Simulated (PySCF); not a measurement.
# UHF on Pb (lead, neutral)

Configuration: [Xe] 4f14 5d10 6s1 6p2 6d1, one real determinant (an excited configuration). All numbers are calculated (PySCF 2.14, scalar relativity through the core potential, in aug-cc-pwCVDZ-PP with ECP60MDF (6s5p4d1f, 48 functions)).

```json
{"Total energy": "-191.398910 hartree", "One-electron energy": "-332.4749 hartree", "Hartree (Coulomb) energy": "156.0784 hartree", "Exchange energy": "-15.0024 hartree", "⟨S²⟩": "6.0057", "⟨L²⟩": "8.007", "Sum of ⟨r⟩": "34.30 bohr", "Sum of ⟨r²⟩": "82.70 bohr²", "Traceless quadrupole moment −½Σ⟨3z² − r²⟩ along its main axis": "-3.08 e·bohr²"}
```

```
shell  electrons  mean orbital energy (hartree)  spread (hartree)  rms radius, mean of both spins (bohr)
 5s α          1                       -6.32641                 0                                  0.925
 5s β          1                       -6.30481                 0                                  0.925
 5p α          3                       -4.00760           0.00563                                   1.05
 5p β          3                       -3.99602           0.01511                                   1.05
 5d α          5                       -1.22829           0.01421                                   1.39
 5d β          5                       -1.20217           0.01962                                   1.39
 6s α          1                       -0.76845                 0                                   2.49
 6p α          2                       -0.36378                 0                                   3.24
 6d α          1                       -0.03247                 0                                   5.29
```

⟨L²⟩ = 8.01 against 12 for a pure F term, so this real determinant mixes terms. Energies and moments cover only the electrons outside the core potential. Spin-orbit coupling is strong in this species (close to jj coupling), so the high-spin LS determinant is a model state, not a physical level. The outer electron is Rydberg-like, and this basis confines it to a smaller radius and binds it less than a complete one would.
